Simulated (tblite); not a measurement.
A tight-binding relaxation on `C#CC[P@@](C)(=O)N([SiH3])[SiH3]`.

Computed with GFN2-xTB geometry optimisation, gas phase (tblite 0.8.0). Start geometry: from a force field or distance geometry. The input is one job of a driver script: a line of settings, then coordinates in Å.

Command:
```bash
OMP_NUM_THREADS=1 python probes_run.py task.json out
```

Input:
```
{"job": {"kind": "relax", "xc": "GFN2-xTB", "basis": "xTB"}, "charge": 0, "multiplicity": 1}
C      3.585800     1.044100    -0.646900
C      2.559300     1.093900    -0.008900
C      1.331500     1.145600     0.775700
P      0.329700    -0.283000     0.311900
C      1.235300    -1.501900    -0.670700
O     -0.138900    -0.951100     1.597100
N     -1.153800     0.188100    -0.517600
Si    -2.238700    -1.221300    -0.621900
Si    -2.002300     1.347300     0.555700
H      4.455100     1.005600    -1.221300
H      0.814000     2.113100     0.525600
H      1.505400     1.063900     1.871000
H      0.999900    -1.328900    -1.734000
H      0.930000    -2.523100    -0.381200
H      2.311000    -1.340100    -0.429200
H     -3.555300    -0.713100    -1.104000
H     -2.448400    -1.767300     0.715100
H     -1.764900    -2.230900    -1.572600
H     -3.028600     2.022800    -0.238300
H     -1.109500     2.328700     1.170000
H     -2.625700     0.524700     1.624000
```

Task: What does the run print?

Result: 
```
step      E/eV     max force
  0    -752.99718    5.026
  1    -753.19359    3.412
  2    -753.26260    3.740
  3    -753.34336    2.328
  4    -753.40110    0.913
  5    -753.45847    0.931
  6    -753.49153    0.672
  7    -753.52024    0.366
  8    -753.55265    0.484
  9    -753.60355    0.982
... (230 lines left out)
240    -754.09409    0.017
241    -754.09415    0.014
242    -754.09420    0.031
243    -754.09424    0.023
244    -754.09429    0.017
245    -754.09433    0.014
246    -754.09436    0.017
247    -754.09438    0.015
248    -754.09439    0.011
249    -754.09439    0.009
```

«max force» is the largest atomic force in eV/Å.

Task: From which step on does the largest force stay under 0.1 eV/Å, and how much energy is left to gain from there?

Result: From step 159 (0.091 eV/Å), 18.0 meV above the end.

Summary of the converged run: energy lowered by 25.3 kcal/mol over 249 steps; largest atomic force 0.009 eV/Å at the end.
Labels such as C1 count atoms from 1, the log's own numbers from 0.
